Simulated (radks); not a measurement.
Results of a calculation; reference values are marked as such.
Question: These are the eigenvalues of the occupied orbitals of an atom or ion with whole-number occupations (eV). Code: a radial shooting solver on a logarithmic mesh with Libxc functionals. Model: scalar-relativistic Kohn-Sham, r2SCAN, spin-polarised, spherical densities, finite nucleus; meta-GGA in the generalised Kohn-Sham scheme; Fermi nuclear charge, rms radius of each element as measured or else 0.836 A^(1/3) + 0.57 fm.

1s: -61327.12
2s: -10426.38
2p: -9188.110
3s: -2370.146
3p: -1995.013
3d: -1537.757
4s: -482.7389
4p: -359.0892
4d: -195.5490
5s: -71.1574
5p: -43.0110
4f: -17.3745

Which element is it, and in what charge state? The configuration may be excited. Open shells, if any, are filled with parallel spins first.

Answer: Z = 70, ytterbium, charge +2: Yb2+ in [Xe] 4f14. The list shows which subshells hold electrons but not how many an open one holds; the 1s level, -2253.7 hartree, gives Z - s = 67.1 by -(Z - s)^2/2, which with screening and relativity narrows Z to a few neighbours, and the depths of the outer levels then fix element, charge and occupations together.
